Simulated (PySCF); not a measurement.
**Dipole response of Os⁺ (osmium, charge +1)**

[Xe] 4f14 5d6 6s1, high-spin 6D determinant. All numbers are calculated (PySCF 2.14, a scalar-relativistic core potential, in def2-QZVPPD with the def2 core potential (60 electrons)). Coupled (time-dependent) response in atomic units; α is the mean over directions.

```json
{"method": "B97-3", "mean α (bohr³)": "28.37", "α xx, yy, zz": "28.65, 28.65, 27.81", "C₆ (like pair)": "236.6", "S(−4)": "304.6"}
```

S(−4) is the Cauchy moment in α(ω) = α(0) + S(−4) ω² + …

Spin-orbit coupling is absent.

α(iu) at B97-3:

| u (hartree) | α(iu) (bohr³) |
| --- | --- |
| 0 | 28.37 |
| 0.0500 | 27.64 |
| 0.100 | 25.72 |
| 0.200 | 20.66 |
| 0.300 | 16.28 |
| 0.500 | 10.85 |
| 0.750 | 7.393 |
| 1.00 | 5.464 |
| 1.50 | 3.391 |
| 2.00 | 2.319 |
| 3.00 | 1.272 |
| 5.00 | 0.5406 |

A single London oscillator, α(iu) = α/(1 + u²/ω²), gives C₆ = (3/4) ω α². Matching the computed C₆ needs ω = 4 × 236.6 / (3 × 28.37²) = 0.392 hartree.

For an ion, C₆ is the dispersion term alone; charge-induced terms of lower order in 1/R come first.

The components differ because the open shell of this determinant is not spherical; for a pure term their mean is the scalar polarisability.

Energies and moments cover only the electrons outside the core potential. Spin-orbit coupling, absent here, splits the open shell strongly.
